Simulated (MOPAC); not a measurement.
Job for MOPAC: PM3 on SbF, 2S+1 = 3, a spin state set in the input, which need not be the lowest, a point of a bond scan (R = 2.103 Å).

```
PM3 1SCF PRECISE CHARGE=0 UHF MS=1 THREADS=1
FSb

F      0.00000000 1     0.00000000 1     0.00000000 1
Sb     0.00000000 1     0.00000000 1     2.10280700 1
```

It printed:

```
*******************************************************************************
 **                                                                           **
 **                              MOPAC v23.2.5                                **
 **                                                                           **
 *******************************************************************************
 ** MOPAC's Digital Object Identifier: https://doi.org/10.5281/zenodo.6511958 **
 **                                                                           **
 ** Please cite the open-source release paper for use of this MOPAC version:  **
 ** J. E. Moussa and J. J. P. Stewart (2026)                                  **
 ** MOPAC: An open-source semiempirical molecular orbital program             **
 ** J. Open Source Softw., 11(119), 8025, https://doi.org/10.21105/joss.08025 **
 *******************************************************************************

                              PM3 CALCULATION RESULTS

 *******************************************************************************
 *  PM3        - The PM3 Hamiltonian to be used
 *  UHF        - UNRESTRICTED HARTREE-FOCK CALCULATION
 *
 *
 *
 *                 CHARGE ON SYSTEM = 0
 *
 *
 *
 *  MS=        - IN MECI, MAGNETIC COMPONENT OF SPIN =  1.0
 *  PRECISE    - TIGHTER CRITERIA TO BE USED
 *  1SCF       - DO 1 SCF AND THEN STOP
 *  THREADS=1  - MULTI-THREADING NOT USED
 *  T=         - A TIME OF 172800.0 SECONDS REQUESTED
 *  DUMP=N     - RESTART FILE WRITTEN EVERY 7200.0 SECONDS REQUESTED
 *******************************************************************************
PM3 1SCF PRECISE CHARGE=0 UHF MS=1 THREADS=1
 FSb

   ATOM   CHEMICAL          X               Y               Z
  NUMBER   SYMBOL      (ANGSTROMS)     (ANGSTROMS)     (ANGSTROMS)

     1       F          0.00000000  *   0.00000000  *   0.00000000  *
     2      Sb          0.00000000  *   0.00000000  *   2.10280700  *



          CARTESIAN COORDINATES

    NO.       ATOM           X           Y           Z

     1         F          0.0000      0.0000      0.0000
     2        Sb          0.0000      0.0000      2.1028

  F: (PM3): J. J. P. STEWART, J. COMP. CHEM. 10, 209 (1989).
 Sb: (PM3): J. J. P. STEWART, J. COMP. CHEM. 12, 320-341 (1991).

           Empirical Formula: F Sb  =     2 atoms



      MOLECULAR POINT GROUP   :   C*v


          UHF CALCULATION, NO. OF ALPHA ELECTRONS =    7
                           NO. OF BETA  ELECTRONS =    5

 -------------------------------------------------------------------------------
 PM3 1SCF PRECISE CHARGE=0 UHF MS=1 THREADS=1
 FSb



     1SCF WAS SPECIFIED, SO BFGS WAS NOT USED
     SCF FIELD WAS ACHIEVED


                              PM3 CALCULATION
                                                       MOPAC v23.2.5 Linux




          FINAL HEAT OF FORMATION =          2.07400 KCAL/MOL =       8.67760 KJ/MOL


          COSMO AREA              =         89.98 SQUARE ANGSTROMS
          COSMO VOLUME            =         77.60 CUBIC ANGSTROMS

          IONIZATION POTENTIAL    =          9.223293 EV
          ALPHA SOMO LUMO (EV)    =         -9.223 -0.715
          BETA  SOMO LUMO (EV)    =        -13.989 -2.883
          NO. OF ALPHA ELECTRONS  =          7
          NO. OF BETA  ELECTRONS  =          5
          MOLECULAR WEIGHT        =        140.7484         POINT GROUP:  C*v

          MOLECULAR DIMENSIONS (Angstroms)

            Atom       Atom       Distance
           Sb     2    F     1     2.10281
           Sb     2    F     1     0.00000
            F     1   Sb     2     0.00000


          SCF CALCULATIONS        =          1





   ATOM   CHEMICAL          X               Y               Z
  NUMBER   SYMBOL      (ANGSTROMS)     (ANGSTROMS)     (ANGSTROMS)

     1       F          0.00000000  *   0.00000000  *   0.00000000  *
     2      Sb          0.00000000  *   0.00000000  *   2.10280700  *

                             CARTESIAN COORDINATES

   1    F        0.000000000     0.000000000     0.000000000
   2   Sb        0.000000000     0.000000000     2.102807000


           Empirical Formula: F Sb  =     2 atoms



      MOLECULAR POINT GROUP   :   C*v


          ALPHA EIGENVALUES
 -37.67842 -18.16967 -14.59654 -14.59654 -14.07783  -9.22329  -9.22329  -0.71545


           BETA EIGENVALUES
 -33.14148 -18.06851 -14.25767 -14.25767 -13.98888  -2.88306  -2.88306  -0.58399


              NET ATOMIC CHARGES AND DIPOLE CONTRIBUTIONS

  ATOM NO.   TYPE          CHARGE      No. of ELECS.   s-Pop       p-Pop
    1          F          -0.365132        7.3651     1.81253     5.55260
    2         Sb           0.365132        4.6349     1.99187     2.64300
 DIPOLE           X         Y         Z       TOTAL
 POINT-CHG.     0.000     0.000     3.688     3.688
 HYBRID        -0.000    -0.000    -0.341     0.341
 SUM           -0.000    -0.000     3.347     3.347


          ATOMIC ORBITAL ELECTRON POPULATIONS

     Atom    s        px        py        pz
    1  F   1.81253   1.96813   1.96813   1.61634
    2 Sb   1.99187   1.03187   1.03187   0.57926


                    (SZ)    =    1.000000
                    (S**2)  =    2.000146


          ATOMIC ORBITAL SPIN POPULATIONS

    Atom   Total    s     px     py     pz
         Atomic
    1  F  0.0652  0.001  0.032  0.032  0.000
    2 Sb  1.9348  0.001  0.968  0.968 -0.003

 **********************
 *                    *
 * JOB ENDED NORMALLY *
 *                    *
 **********************




 == MOPAC DONE ==
```

The run finished.

Cost: very roughly 0.03 core-seconds.
